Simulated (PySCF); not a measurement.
This PySCF input asks for the NMR shieldings of `CB([NH][AlH2])C(C)C`, C4H13AlBN; the geometry comes from GFN2-xTB.

```python
import basis_set_exchange as bse
import numpy as np
from pyscf import gto, dft
from pyscf.prop import nmr

atoms = """
C     0.241048    2.211097   -1.337834
B     0.384532    0.808202   -0.606503
N     1.591329    0.079144   -0.615474
Al    1.998788   -1.515628    0.149297
C    -0.860667    0.176909    0.188878
C    -0.424925   -0.915837    1.159112
C    -1.879306   -0.406456   -0.800290
H     0.961862    2.355801   -2.140494
H     0.402749    3.015802   -0.620772
H    -0.752426    2.366112   -1.751598
H     2.322643    0.532264   -1.158633
H     2.756641   -1.563878    1.494484
H     1.919861   -2.809475   -0.698251
H    -1.376317    0.953344    0.766345
H     0.335850   -0.544971    1.853329
H    -1.262397   -1.312914    1.732735
H     0.022031   -1.756658    0.596386
H    -1.407463   -1.183018   -1.400517
H    -2.726545   -0.844396   -0.273834
H    -2.252435    0.365234   -1.468485
"""
names = dict.fromkeys(["C", "B", "N", "Al", "H"], "pcSseg-1")
basis = {el: gto.basis.parse(bse.get_basis(n, elements=[el], fmt="nwchem")) for el, n in names.items()}
mol = gto.M(atom=atoms, basis=basis, charge=0, verbose=0)
mf = dft.RKS(mol, xc="PBE0")
mf.grids.level = 2
mf.grids.alignment = dft.numint.BLKSIZE   # the property module wants whole blocks of grid points
mf.conv_tol = 1e-9
mf.kernel()

calc = nmr.RKS(mf)   # GIAO
C = mf.mo_coeff
Co = C[:, mf.mo_occ > 0]
resp = mf.gen_response(singlet=True, hermi=2)
def vind(x):   # induced exchange potential for any number of trial vectors
    d = np.einsum("pi,xij,qj->xpq", C, 2 * x.reshape(-1, C.shape[1], Co.shape[1]), Co, optimize=True)
    return np.einsum("xpq,pi,qj->xij", resp(d - d.transpose(0, 2, 1)), C, Co, optimize=True).ravel()
mo1, _ = nmr.rhf.solve_mo1(calc, with_cphf=vind)
sigma = calc.kernel(mo1)
for i, s in enumerate(sigma):   # ppm
    print("%2d %-2s %9.2f" % (i, mol.atom_pure_symbol(i), np.trace(s) / 3))
```

Problem. What are the results?

Solution. 
```
 0 C     180.80
 1 B      48.87
 2 N     144.34
 3 Al    369.89
 4 C     164.14
 5 C     159.93
 6 C     166.42
 7 H      31.55
 8 H      31.28
 9 H      31.05
10 H      28.15
11 H      26.92
12 H      26.74
13 H      30.53
14 H      29.39
15 H      29.71
16 H      32.19
17 H      31.08
18 H      30.54
19 H      30.33
```

These numbers come from an equivalent density-fitted implementation of the same equations, which agrees with the script to about 0.01 ppm for H and up to a few tenths of a ppm for heavy atoms, so last digits may differ.

Size and cost of the density-fitted run: 191 basis functions, 34 s wall time on 1 thread of an Arm Neoverse V1, shared host; peak memory 0.86 GiB.
